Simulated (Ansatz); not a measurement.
## A cut through the energy surface

AlHICl (SMILES [Cl][AlH][I]), closed shell, at its PBE0-D4/def2-TZVP minimum:

```
4
angstrom
Cl -1.9764 0.0347 -0.5444
Al 0.0417 0.1837 -0.0386
I 1.2166 -1.8445 0.6914
H 0.7737 1.5658 -0.1287
```

The angle I3–Al2–Cl1 (118.4° at the minimum) is set to the values below, I3, with anything bonded beyond it, turning rigidly in the plane of the angle. Each method's energies count from its own value at the PBE0-D4 minimum structure. Computed with Ansatz 0.2.0 (basis: def2-TZVPP); correlated methods freeze the cores. Filled d shells of the heavier atoms are correlated. Core potentials replace the inner electrons of the atoms past krypton. The def2 sets are not built for correlating such inner shells, so the correlated values are less sure here.

CCSD(T) energies along the scan:
```
angle (°)  CCSD(T) (kJ/mol)
    100.4              22.9
    104.9              12.6
    109.4               5.6
    113.9               1.5
    118.4               0.0
    122.9               0.9
    127.4               4.2
    131.9               9.8
    136.4              17.9
```
They count from the CCSD(T) energy at the PBE0-D4 minimum.

Minimum and curvature along this coordinate at CCSD(T): A fifth-order fit through the nearest points gives 118.9°, with a curvature of about 1.2 meV/deg².

Largest difference from the CCSD(T) curve over the scan: r2SCAN-D4 0.9; PBE0-D4 2.1; wB97M-V 2.3 kJ/mol. Each curve counts from its own value at the minimum.

The T1 diagnostic stays at or below 0.009.

For scale, one of the runs: CCSD(T)/def2-TZVPP, 148 basis functions (an equivalent command: `ansatz run in.yaml --threads 2`). The run took 5.5 s on 2 CPU threads (shared host), with 0.73 GiB of host memory at its peak.
